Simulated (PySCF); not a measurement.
An element was calculated at r2SCAN (PySCF 2.14, ECP, a double-zeta basis, no spin-orbit coupling), in the ground configurations that NIST lists.

- electron affinity: 0.753 eV
- first ionisation energy: 8.782 eV
- second ionisation energy: 15.905 eV
- third ionisation energy: 23.693 eV

Which element is it?

Bismuth (Bi, Z = 83), in aug-cc-pVDZ-PP with ECP60MDF. NIST lists 7.286, 16.703, 25.571 eV for these ionisation energies.
